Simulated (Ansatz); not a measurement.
Reaction (redistribution): `[CH3][AlH][SiH2][AlH2]` + `C[CH]([AlH2])[GeH3]` → `[CH3][AlH][SiH2]C` + `[AlH2][CH]([AlH2])[GeH3]`

Program: Ansatz. Geometries: PBE0-D4/def2-TZVP. ΔE: electronic, gas phase. CCSD(T)/CBS adds triple-zeta CCSD(T) − MP2 to the extrapolated MP2 energy (def2 sets, frozen cores). Functionals use def2-TZVPP. B3LYP here is the variant with VWN-RPA as its local correlation; programs differ in this. For Ge outer-core shells are correlated without core-valence functions, which leaves a few kJ/mol of doubt a bond. Scalar relativity is left out up to krypton. Each species was taken in one conformer, which may not be the lowest.

`[CH3][AlH][SiH2][AlH2]`:

```xyz
12

C    -1.518   -1.400    1.340
Al   -1.225    0.346    0.517
Si    0.243    0.604   -1.425
Al    2.561    0.909   -0.732
H    -1.027   -2.219    0.810
H    -2.589   -1.624    1.393
H    -1.154   -1.398    2.373
H    -1.886    1.641    1.168
H    -0.193    1.763   -2.261
H     0.155   -0.628   -2.269
H     3.461   -0.356   -0.386
H     3.172    2.363   -0.529
```

`C[CH]([AlH2])[GeH3]`:

```xyz
13

C    -1.513    0.149   -0.427
C    -0.064    0.509   -0.078
Al    1.241    0.188   -1.495
Ge    0.507   -0.456    1.539
H    -1.889    0.742   -1.266
H    -2.198    0.311    0.413
H    -1.607   -0.901   -0.719
H     0.015    1.565    0.212
H     2.680    0.858   -1.412
H     0.865   -0.769   -2.707
H    -0.547   -0.283    2.652
H     1.870    0.053    2.045
H     0.639   -1.966    1.243
```

`[CH3][AlH][SiH2]C`:

```xyz
13

C     0.849    1.054    1.958
Al    0.444   -0.749    1.318
Si   -0.457   -1.164   -0.936
C    -0.725    0.399   -1.957
H     1.899    1.127    2.263
H     0.656    1.836    1.220
H     0.257    1.282    2.852
H     0.712   -1.976    2.301
H    -1.755   -1.901   -0.835
H     0.460   -2.078   -1.686
H     0.214    0.940   -2.091
H    -1.430    1.070   -1.461
H    -1.123    0.160   -2.946
```

`[AlH2][CH]([AlH2])[GeH3]`:

```xyz
12

Al    0.064    0.213    1.942
C    -0.433    0.352    0.077
Al    0.624    1.553   -1.010
Ge   -0.372   -1.441   -0.725
H     1.337   -0.642    2.352
H    -0.802    0.958    3.045
H    -1.462    0.734    0.056
H     2.066    1.104   -1.499
H     0.044    2.978   -1.400
H    -1.279   -2.426    0.044
H     1.070   -1.971   -0.692
H    -0.856   -1.412   -2.190
```

```
             level  ΔE (kcal/mol)  difference from CCSD(T)/CBS
            PBE-D4          -12.6                          3.8
         r2SCAN-D4          -15.7                          0.7
           PBE0-D4          -13.9                          2.5
          B3LYP-D4          -15.4                          1.0
           ωB97X-V          -15.9                          0.5
           ωB97M-V          -17.6                         -1.2
            B2PLYP          -16.4                          0.0
              PBE0          -13.6                          2.8
             B3LYP          -15.0                          1.4
SCS-MP2/def2-TZVPP          -17.8                         -1.4
   CCSD/def2-TZVPP          -16.2                          0.2
    MP2/def2-QZVPP          -18.5                         -2.1
SCS-MP2/def2-QZVPP          -18.1                         -1.7
      HF/CBS(def2)          -17.6                         -1.2
     MP2/CBS(def2)          -18.5                         -2.1
    CCSD/CBS(def2)          -16.5                         -0.1
       CCSD(T)/CBS          -16.4                            0
```

Largest T1 diagnostic among the species: 0.013.

From PBE to PBE0 (25 % exact exchange), in def2-TZVPP and without D4, ΔE moves by −1.3 kcal/mol.
